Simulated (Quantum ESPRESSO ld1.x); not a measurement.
Values are calculated unless marked as measured or tabulated.
Problem. The aim is neutral neon in [Ne]. This ld1.x (Quantum ESPRESSO 7.5) run was made with `OMP_NUM_THREADS=1 ld1.x < ld1.in > ld1.out`. Can the result be used? Name any fault.

```
 &input
    zed=10.0,
    iswitch=1,
    rel=0,
    dft='PBESOL',
    config='[Ne]',
    xmin=-20.0,
    prefix='ld1',
    max_out_wfc=37,
    file_charge='ld1.rho',
 /
```

Output (excerpt):

```
     Program LD1 v.7.5 starts

     Message from routine scf:
     warning: convergence not achieved
     --------------------------- All-electron run ----------------------------

     atomic number is 10.00
     dft =PBESOL   lsd =0 sic =0 latt =0  beta=0.20 tr2=1.0E-14
     Exchange-correlation= PBESOL
                           (   1   4  10   8   0   0   0)
     mesh =3365 r(mesh) = 100.42537 a.u. xmin =-20.00 dx = 0.00800
     1 Ry =  13.60569312 eV

     n l     nl                  e(Ry)          e(Ha)          e(eV)
     1 0     1S 1( 2.00)       -60.7962       -30.3981      -827.1738
     2 0     2S 1( 2.00)        -2.6514        -1.3257       -36.0740
     2 1     2P 1( 6.00)        -0.9763        -0.4882       -13.2839

     final scf error:  7.9E+01 reached in 201 iterations

     Etot =    -257.051693 Ry,    -128.525846 Ha,   -3497.366451 eV

     Ekin =     256.357881 Ry,     128.178940 Ha,    3487.926652 eV
     Encl =    -620.925570 Ry,    -310.462785 Ha,   -8448.122751 eV
     Eh   =     131.553465 Ry,      65.776733 Ha,    1789.876075 eV
     Exc  =     -24.037469 Ry,     -12.018734 Ha,    -327.046427 eV
```

Solution. Yes, it can be used (usable despite the warning). The line at issue: xmin=-20.0. The mesh starts very near the nucleus, where rounding noise keeps the residual above the threshold; the energy differs from the sound run by less than 1e-5 hartree. The sound input gives -128.5258 hartree.
